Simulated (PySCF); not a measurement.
**Relaxation of doublet [PbSe2]-**

These are results of UPBE0 in PySCF with Pb def2-TZVPD with ECP60, Se def2-TZVPD; scalar-relativistic core potentials, no spin–orbit coupling; density-fitted integrals, not measurements. A (50,194) grid was used.

A hand-made linear start, of D∞h symmetry, held to at least that symmetry:

```xyz
3
charge -1 multiplicity 2, angstrom
Pb    0.0000    0.0000    0.0000
Se    0.0000    0.0000    2.4200
Se    0.0000    0.0000   -2.4200
```

Optimiser trace:
| step | E − E(last) (kJ/mol) | largest gradient (Eh/bohr) |
| --- | --- | --- |
| 0 | 29.81 | 0.04138 |
| 1 | 3.24 | 0.01208 |
| 2 | 0.17 | 0.00266 |
| 3 | 0.00 | 0.00022 |
| 4 | 0.00 | 0.00001 |

It ends at D∞h with Pb–Se 2.578 Å (×2); Se–Pb–Se 180.0°. A frequency run shows 2 imaginary modes (one degenerate set), down to 84i cm⁻¹, so it is a higher-order saddle point.

Final geometry:
```xyz
3
charge -1 multiplicity 2, angstrom
Pb    0.0000    0.0000    0.0000
Se    0.0000    0.0000    2.5783
Se    0.0000    0.0000   -2.5783
```

With an element this heavy the missing spin–orbit coupling can shift these numbers.

The relaxation took of the order of 4 core-minutes on a shared host.
